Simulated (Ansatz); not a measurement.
CH$_{3}$Cl$_{2}$F$_{2}$MoN (`C[N]=[Mo]([F])([F])([Cl])[Cl]`), 10 atoms. Total charge 0; spin multiplicity 1. Correlated methods include outer-core shells of Mo, which these sets cover unevenly. Mo takes the def2 core potential. All runs use 4 threads of an Arm Neoverse V2 on a shared host. Correlated methods freeze the cores.

Task: How many basis functions does each run have, and how long does it take in Ansatz? RKS PBE0-D4/def2-QZVPP energy; RKS ωB97M-V/def2-QZVPP energy; RKS PBE0-D4/def2-SVP energy; RKS PBE0-D4/def2-TZVP frequencies; RHF-CCSD(T)/def2-SVP energy; RKS ωB97M-V/def2-SVP energy; RHF-MP2/def2-QZVPP energy; RHF-MP2/def2-TZVPP energy; RKS B97M-V/def2-TZVPP energy; direct RPA on PBE orbitals/def2-TZVPP energy; RKS r2SCANh-D4/def2-TZVPP energy; RKS HSE06 (plane-wave form)-D4/def2-TZVPP energy. (An estimate is asked.)

Result: Computed: Other jobs shared the machine, so times are rough.

```
                                    level          job  functions  wall time  peak host memory (GiB)
                     RKS PBE0-D4/def2-SVP       energy        138      2.3 s                     0.4
RKS HSE06 (plane-wave form)-D4/def2-TZVPP       energy        306        8 s                     1.2
                       RHF-MP2/def2-TZVPP       energy        306       10 s                    0.99
                     RKS ωB97M-V/def2-SVP       energy        138       12 s                    0.59
                RKS r2SCANh-D4/def2-TZVPP       energy        306       12 s                     1.2
    direct RPA on PBE orbitals/def2-TZVPP       energy        306       13 s                       1
                   RKS PBE0-D4/def2-QZVPP       energy        539       18 s                     2.8
                    RKS B97M-V/def2-TZVPP       energy        306       19 s                    0.66
                   RKS ωB97M-V/def2-QZVPP       energy        539       41 s                     3.3
                     RHF-CCSD(T)/def2-SVP       energy        138       43 s                     1.2
                       RHF-MP2/def2-QZVPP       energy        539       49 s                     3.9
                    RKS PBE0-D4/def2-TZVP  frequencies        256    5.5 min                       1
```
